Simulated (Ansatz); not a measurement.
Basis-set extrapolation for C2H7FOSi2 (`C=C[SiH2]O[SiH2]F`) (PBE0-D4/def2-TZVP geometry, frozen core, Ansatz 0.2.0). Multiplicity 1, RHF reference.

|  | def2-TZVPP | def2-QZVPP |
| --- | --- | --- |
| HF | -832.270182 | -832.301580 |
| MP2 correlation | -1.044009 | -1.127236 |
| CCSD(T) correlation | -1.132709 | not run |

Energies in hartree. Use E(X) = E(∞) + A·exp(−7.88·√X) for Hartree–Fock and E(X) = E(∞) + B·X^(−2.97) for correlation, with X = 3 and 4, and add CCSD(T) minus MP2 of the smaller set to the MP2 limit.

**Question.** What is the CCSD(T) energy at the basis-set limit?

**Answer.** HF limit: -832.301580 + (-0.031398) × 0.13774 = -832.30590. MP2 limit: -1.127236 + (-0.083227) × 0.74074 = -1.18889. Higher-order term: -1.132709 − (-1.044009) = -0.08870. Total: -833.58349 hartree, 474.2 kJ/mol below CCSD(T)/def2-TZVPP.
